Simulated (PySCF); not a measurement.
## Static response to an electric field

Species: C₄H₄F₂O.
Geometry (GFN2-xTB, Å), atoms numbered from 1 in this order:
```xyz
11
C4H4F2O angstrom
F     -0.1470   -1.8095    0.9794
C     -0.5016   -0.7946    0.1315
C      0.5076   -0.5424   -0.9533
C      0.8651    0.7321   -0.8977
O      0.2341    1.4578    0.0746
C     -0.4968    0.5751    0.8685
F      0.1253    0.4563    2.0780
H     -1.4965   -1.0535   -0.2542
H      0.8608   -1.3028   -1.6167
H      1.5462    1.2953   -1.5074
H     -1.4917    0.9888    1.0715
```

Level: B3LYP/def2-SVPD (PySCF), static field, nuclei fixed, core orbitals frozen in the response. The polarisability tensor in these axes (au):

```
x   45.35  3.43 -5.26
y    3.43 54.81  0.78
z   -5.26  0.78 49.89
```

Q: What are the eigenvalues, a third of the trace, and Δα (Δα² = ½Σ(αi − αj)² over the three pairs)?

A: Principal values 41.10, 52.84 and 56.13 au; mean 50.02 au = 7.41 Å³ = 8.25 × 10⁻⁴⁰ C²·m²/J; Δα = 13.69 au (27 % of the mean).

Q: What is the dipole moment, and where does it point?

A: (-1.03, 0.44, -2.76) D, 2.98 D in size, pointing from the negative to the positive side. Measured along this direction, the outermost atoms are F7 at the negative end and H10 and H9 at the positive end.

Q: Refractivity n − 1 of an ideal gas of it at 400 K and 1 atm, from the electronic α?

A: N = p/kT = 1.8347 × 10¹⁹ cm⁻³, so n − 1 = 2π × N × 7.41 × 10⁻²⁴ cm³ = 854 × 10⁻⁶ at long wavelengths, for an ideal gas.

Q: In a dilute gas of rigid molecules at 350 K, how does the orientational term μ²/3kT compare with the electronic polarisability?

A: In Gaussian units μ²/3kT = 61.06 Å³ against 7.41 Å³, a ratio of 8.24; the Debye molar polarisation (4π/3)N_A(α + μ²/3kT) is 172.7 cm³/mol, leaving out the vibrational part.

Q: Molar refractivity from α?

A: Lorentz–Lorenz: R = (4π/3)N_A α = 2.5225 cm³/(mol·Å³) × 7.41 Å³ = 18.7 cm³/mol, in the limit of long wavelengths.

Q: Find the Langevin capture rate constant for NH4+ (18.034 u) meeting this molecule (106.023 u), k = 2.342 × 10⁻⁹ cm³/s × √(α in Å³ / reduced mass in u).

A: The reduced mass is 15.41 u, so k = 1.62 × 10⁻⁹ cm³/s. The formula leaves out the permanent dipole, which adds to the capture rate.

Q: Directions of the eigenvectors, and the extent of the frame along each?

A: Largest value along (0.39, 0.89, -0.22), where the nuclei span 3.98 Å; middle along (-0.41, 0.38, 0.83), 4.06 Å; least along (0.82, -0.24, 0.51), 2.18 Å. 

Isolated species at its GFN2-xTB geometry, gas phase.
